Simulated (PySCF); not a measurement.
Spectrum to structure. Method: PySCF 2.14.0, density-fitted response routines, TDDFT CAM-B3LYP/def2-SVPD, vertical, gas phase, core orbitals frozen in the response. Geometries: PBE0-D3(BJ)/def2-SVP, one conformer each.

| state | E (eV) | f |
| --- | --- | --- |
| S1 | 4.88 | 0.708 |
| S2 | 5.30 | 0.0000 |
| S3 | 5.49 | 0.0008 |
| S4 | 6.87 | 0.0018 |
| S5 | 6.99 | 0.0065 |
| S6 | 7.20 | 0.0014 |
| S7 | 7.30 | 0.093 |
| S8 | 7.36 | 0.0010 |
| S9 | 7.52 | 0.0014 |
| S10 | 7.78 | 0.064 |

Triplets computed (Tamm–Dancoff): 2.67, 4.64, 4.84, 5.01 eV.

Problem. Which structure fits?
A. `C=C[SiH2]C([SiH3])[SiH3]`
B. `CCOC1CC1`
C. `B/C=C/C=C`

Solution. C. Its S1, at 4.88 eV, is the lowest among the candidates; the nearest of the others has S1 at 6.65 eV. S1 is HOMO→LUMO (98%). Löwdin shares by element: HOMO carbon 84% (atoms not listed hold the other 16%); LUMO carbon 52% or more, boron 26% (atoms not listed hold the other 22%). At the same level the other candidates give, for their lowest levels:
- `CCOC1CC1`: 7.19 eV (f 0.014); 7.62 eV (f 0.013); 7.82 eV (f 0.021); 7.94 eV (f 0.018); 8.18 eV (f 0.009); T1 7.04 eV; HOMO -8.64, LUMO 1.50 eV
- `C=C[SiH2]C([SiH3])[SiH3]`: 6.65 eV (f 0.009); 7.03 eV (f 0.422); 7.53 eV (f 0.038); 7.73 eV (f 0.037); 7.80 eV (f 0.046); T1 4.20 eV; HOMO -9.27, LUMO 0.48 eV

Conformer computed: `[BH2:1]/[CH:2]=[CH:3]/[CH:4]=[CH2:5]`: C2–C3–C4–C5 180°.
